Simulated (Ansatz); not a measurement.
One elementary step

Start structure (SiNH6ClO, closed shell), relaxed at PBE0-D4/def2-TZVP:

```
10
angstrom
Si -0.2631 -0.8998 0.1663
O 0.9174 -0.0934 1.0339
H 0.5412 -1.6642 -0.8069
H -1.0401 -1.7423 1.1084
N -1.3874 0.0794 -0.6465
H 1.7785 1.0582 -0.0589
Cl 2.1950 1.8752 -0.9891
H 0.6406 0.3532 1.8370
H -1.1215 0.6775 -1.4119
H -2.2606 0.3564 -0.2321
```

The step: SiNH₅O ([NH2][SiH2][OH]) + HCl → SiNH₄Cl ([NH2][SiH2][Cl]) + H₂O; bonds formed: Si1–Cl7, O2–H6; bonds broken: Si1–O2, H6–Cl7. Computed with Ansatz 0.2.0 (basis: def2-TZVPP and def2-QZVPP); correlated methods freeze the cores. Extrapolation: Hartree–Fock as exp(−7.88 √X), correlation as X^−2.97. Energies below are by CCSD(T) at an estimated basis limit (MP2 extrapolated from triple and quadruple zeta, plus CCSD(T) − MP2 in triple zeta).

(1) What are the electronic barrier and the energy of the step, from the start structure to the end structure? (Judge from chemistry; the value comes from the calculation.)

The T1 diagnostic stays at or below 0.011.

## Answers

(1) Computed: Barrier 75.7 kJ/mol; step energy 4.0 kJ/mol (uphill); reverse barrier, their difference, 71.6 kJ/mol. Barrier and step energy count from the start structure, the reverse barrier from the end structure.

The saddle point: One imaginary mode of 96i cm⁻¹.
```tsv
pair	start (Å)	saddle (Å)	end (Å)
Si1–Cl7	3.88	2.26	2.09
O2–H6	1.81	0.97	0.96
Si1–O2	1.67	2.00	3.24
H6–Cl7	1.31	2.23	2.57
```

Zero-point energy (harmonic, PBE0-D4): ZPE is 175.0 kJ/mol at the start and 186.3 kJ/mol at the saddle, so the barrier goes from 75.7 to 87.0 kJ/mol.

Hydrogen chloride, the by-product of chloride precursors, can attack films and sites by steps of this kind.

Labels in which every atom is bracketed show which atoms are joined, not bond orders.

For scale, one of the runs: CCSD(T)/def2-TZVPP, 230 basis functions, launched by `ansatz run in.yaml --threads 4 --pin off --events-out ev --progress --plain --max-ram 9574MiB`. Time: 85 s of wall clock on 4 CPU threads of an Arm Neoverse V2; the host was shared. Peak host memory: 3.8 GiB.
